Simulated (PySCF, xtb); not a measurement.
CH5S, SMILES C[SH2+], charge +1.

GFN2-xTB (xtb) at its own geometry gives an orbital gap of 6.48 eV.

Geometry optimised at B3LYP-D3(BJ)/def2-TZVP. The isomer is the one that the SMILES or the coordinates give; other isomers of the formula were not compared.

Problem. What does HF/def2-TZVPD run with PySCF give? (An estimate is asked for; the answer gives what the named calculation found.)

Solution. gap 16.32 eV (levels -19.47 and -3.14 eV).
